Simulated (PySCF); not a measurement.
**The first ionisation energy along group 12**

All values are computed (PySCF 2.14, energy differences of UHF-based or UKS calculations, no spin-orbit coupling). Values in eV. The last column holds reference values (NIST; (s) semi-empirical, (t) theoretical, else measured). Unmarked ones compare directly (S terms, centres of terms, or small fine structure); those marked * lie between the lowest fine-structure levels and include a spin-orbit shift.

```
                                                                                       element                           configurations    UHF     LDA     PBE    PBE0  MP2 (valence)  SCS-MP2 (valence)  reference
Zn (aug-cc-pVTZ-PP with one added diffuse shell each of s, p, d, f, g type with ECP10MDF, ECP)            [Ar] 3d10 4s2 → [Ar] 3d10 4s1  7.793   9.911   9.564   9.253          9.221              9.237      9.394
Cd (aug-cc-pVTZ-PP with one added diffuse shell each of s, p, d, f, g type with ECP28MDF, ECP)            [Kr] 4d10 5s2 → [Kr] 4d10 5s1  7.343   9.495   9.115   8.819          8.921              8.895      8.994
Hg (aug-cc-pVTZ-PP with one added diffuse shell each of s, p, d, f, g type with ECP60MDF, ECP)  [Xe] 4f14 5d10 6s2 → [Xe] 4f14 5d10 6s1  8.501  10.863  10.450  10.152         10.440             10.367     10.438
```

```tsv
method	elements	mean error (eV)	mean absolute error (eV)	largest error (eV)
UHF	3	-1.730	1.730	-1.937
LDA	3	0.481	0.481	0.517
PBE	3	0.101	0.101	0.170
PBE0	3	-0.201	0.201	-0.286
MP2 (valence)	3	-0.081	0.083	-0.174
SCS-MP2 (valence)	3	-0.109	0.109	-0.157
```

Errors include the incompleteness of the basis and the frozen core.

"Valence" correlates the outer s and p shells and, in groups 3 to 12 and the f block, the outer d or f shell, open or full, or the next shell where the ion has no valence electron left; the wider scheme adds the next inner shell.
